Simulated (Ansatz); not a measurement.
```yaml
crystal:
  periodic: [false, false, false]
  atoms:
    - {symbol: F, position_ang: [1.852275, -2.375159, 2.102780]}
    - {symbol: Si, position_ang: [0.075378, -0.140199, 0.130145]}
    - {symbol: Cl, position_ang: [-3.358340, 1.363333, 2.508991]}
    - {symbol: Br, position_ang: [-1.467605, -2.476896, -3.768257]}
    - {symbol: Br, position_ang: [3.007852, 3.467001, -1.064738]}
basis:
  gaussian: {orbitals: x2c-TZVPPall}
hamiltonian: {xc: {name: SVWN5}}
output: {forces: true}
```

```sh
$ ansatz run in.yaml --threads 4 --pin off --events-out ev --progress --plain --max-ram 10444MiB
```

Shortened log:

```
Functional definition: SVWN5
1511 factors; their error is unknown
mean field evaluation 1: about -164689.2881 eV, gradient 7.0e1 eV
mean field evaluation 2: about -163584.5729 eV, gradient 3.9e2 eV
mean field evaluation 4: about -164490.4295 eV, gradient 1.5e2 eV
mean field evaluation 8: about -164709.7315 eV, gradient 3.0e1 eV
mean field evaluation 16: about -164714.1914 eV, gradient 1.2e-1 eV
mean field evaluation 32: about -164714.1953 eV, gradient 4.0e-2 eV
mean field evaluation 64: about -164714.1982 eV, gradient 1.0e-2 eV
mean field evaluation 160: about -164714.1958 eV, gradient 1.4e-1 eV
mean field evaluation 192: about -164714.1979 eV, gradient 7.2e-2 eV
mean field evaluation 256: about -164714.1944 eV, gradient 1.7e-2 eV
mean field evaluation 288: about -164714.1962 eV, gradient 7.9e-3 eV
mean field evaluation 384: about -164714.1972 eV, gradient 1.4e-1 eV
mean field evaluation 416: about -164714.1983 eV, gradient 1.1e-2 eV
mean field evaluation 448: about -164714.1968 eV, gradient 1.2e-2 eV
mean field -164714.19834715 eV, -6053.1351419640 hartree, gradient 4.7e-9 eV, S^2 0.000000; 10 other end points of the search recorded, 0 dependent functions left out
reference -164714.19839433 eV, -6053.1351436979 hartree; 55, 55 occupied and 156, 156 virtual orbitals, 1511 factors
Total energy: -164714.19839433 eV, -6053.1351436979 hartree
Relativity: scalar
Atom 0 at     1.852275    -2.375159     2.102780 Å, force    -0.650543     0.822935    -0.731199 eV/Å
Atom 1 at     0.075378    -0.140199     0.130145 Å, force     0.362900    -0.576747     0.647413 eV/Å
Atom 2 at    -3.358340     1.363333     2.508991 Å, force     0.384820    -0.164489    -0.273235 eV/Å
Atom 3 at    -1.467605    -2.476896    -3.768257 Å, force     0.110143     0.169858     0.276043 eV/Å
Atom 4 at     3.007852     3.467001    -1.064738 Å, force    -0.207321    -0.251557     0.080979 eV/Å
Dipole moment:    -0.150780     0.374148    -0.571665 e Å
```

In this input the geometry is stretched to more than twice its size. The calculation finished and met its thresholds. The result belongs to that input, not to the molecule as meant.
